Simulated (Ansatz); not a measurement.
Program: Ansatz. Geometries: PBE0-D4/def2-TZVP. ΔE: electronic, gas phase. CCSD(T)/CBS adds triple-zeta CCSD(T) − MP2 to the extrapolated MP2 energy (def2 sets, frozen cores). This one scheme is used for every species. def2 core potentials past Kr. For Sn outer-core shells are correlated without core-valence functions, which leaves a few kJ/mol of doubt a bond.

Reaction (ligand exchange at the Sn–S bond): `[AlH2][S][SnH3]` + H₂S → `[SH][SnH3]` + `[AlH2][SH]`

`[AlH2][S][SnH3]`:

```xyz
8

Al    1.194    0.622    1.428
S     1.347    0.420   -0.728
Sn   -0.853   -0.463   -1.173
H    -0.161    0.196    2.133
H     2.444    1.188    2.212
H    -1.042   -1.938   -0.342
H    -0.906   -0.695   -2.860
H    -2.023    0.670   -0.670
```

H₂S:

```xyz
3

S     0.503    0.070    0.355
H     0.071    0.658   -0.771
H    -0.574   -0.727    0.416
```

`[SH][SnH3]`:

Cartesian coordinates in Å:
```
S 1.582 -0.436 0.879
Sn -0.320 0.101 -0.492
H 0.904 -0.311 2.032
H -0.881 1.662 -0.099
H -1.551 -1.050 -0.232
H 0.266 0.034 -2.088
```

`[AlH2][SH]`:

```xyz
5

Al    0.133    0.637    0.038
S     0.334   -1.403   -0.708
H     1.078    1.722   -0.611
H    -0.927    0.933    1.173
H    -0.617   -1.888    0.108
```

```
          species  CCSD(T)/CBS(def2) energy (Eh)
`[AlH2][S][SnH3]`                     -856.85532
              H₂S                     -398.97279
     `[SH][SnH3]`                     -614.20548
     `[AlH2][SH]`                     -641.61836
```

Work out ΔE.

ΔE = (-614.20548) + (-641.61836) − (-856.85532) − (-398.97279) = 0.00427 Eh = +11.2 kJ/mol.

Largest T1 diagnostic among the species: 0.013.

Leaving LDA and LC-ωPBE aside and taking each functional with its dispersion term where it has one, the values, not all of them listed here, spread over 4.0 kJ/mol, from B2PLYP to BHLYP-D4. In def2-TZVPP, CCSD(T) changes the Hartree–Fock value by +4.9 kJ/mol (the triples alone add +1.2 kJ/mol) and MP2 by +6.7 kJ/mol. The D4 term adds +4.9 kJ/mol with B3LYP and +2.8 kJ/mol with PBE0; it sums over pairs of atoms, weighted by their polarisabilities, and B3LYP, whose exchange is more repulsive, gets the larger term.

B3LYP here is the variant with VWN-RPA as its local correlation; programs differ in this.
